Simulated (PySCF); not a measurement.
Arsenic: a sound run and one with changed settings

Sound run: As²⁺ [Ar] 3d10 4s2 4p1, As³⁺ [Ar] 3d10 4s2. All numbers are calculated (PySCF 2.14, scalar relativity by spin-free X2C-1e, in x2c-SVPall (5s4p3d, 32 functions)). In the sound run the correlated levels freeze [Ar] 3d10. The sound run starts from symmetry-adapted Hartree-Fock orbitals and uses a fine grid where one is needed.

Changed run: basis STO-3G, all-electron and non-relativistic. This setting is unsound on purpose.

```csv
species,method,sound run (hartree),changed run (hartree),converged
As²⁺,UHF,-2257.61457,-2208.37732,yes
As²⁺,MN15,-2260.62958,-2207.21744,yes
As²⁺,M06-L,-2259.19765,-2209.60329,yes
As²⁺,MP2,-2257.64876,-2208.39291,yes
As²⁺,CCSD(T),-2257.66464,-2208.40405,yes
As³⁺,UHF,-2256.60488,-2207.37684,yes
As³⁺,MN15,-2259.59209,-2206.21379,yes
As³⁺,M06-L,-2258.17555,-2208.57195,yes
As³⁺,MP2,-2256.63307,-2207.40090,yes
As³⁺,CCSD(T),-2256.64526,-2207.41664,yes
```

Ionisation energy of As²⁺:

```json
{"method": "UHF", "sound run (eV)": "27.475", "changed run (eV)": "27.224"}
{"method": "MN15", "sound run (eV)": "28.232", "changed run (eV)": "27.311"}
{"method": "M06-L", "sound run (eV)": "27.813", "changed run (eV)": "28.064"}
{"method": "MP2", "sound run (eV)": "27.638", "changed run (eV)": "26.994"}
{"method": "SCS-MP2", "sound run (eV)": "27.621", "changed run (eV)": "26.948"}
{"method": "CCSD", "sound run (eV)": "27.726", "changed run (eV)": "26.869"}
{"method": "CCSD(T)", "sound run (eV)": "27.739", "changed run (eV)": "26.869"}
```

A minimal basis cannot let orbitals breathe on ionisation and holds almost no correlation. The Hamiltonian changed with the basis, so the totals do not compare.

For comparison, NIST gives 28.349 ± 0.012 eV between the lowest levels.
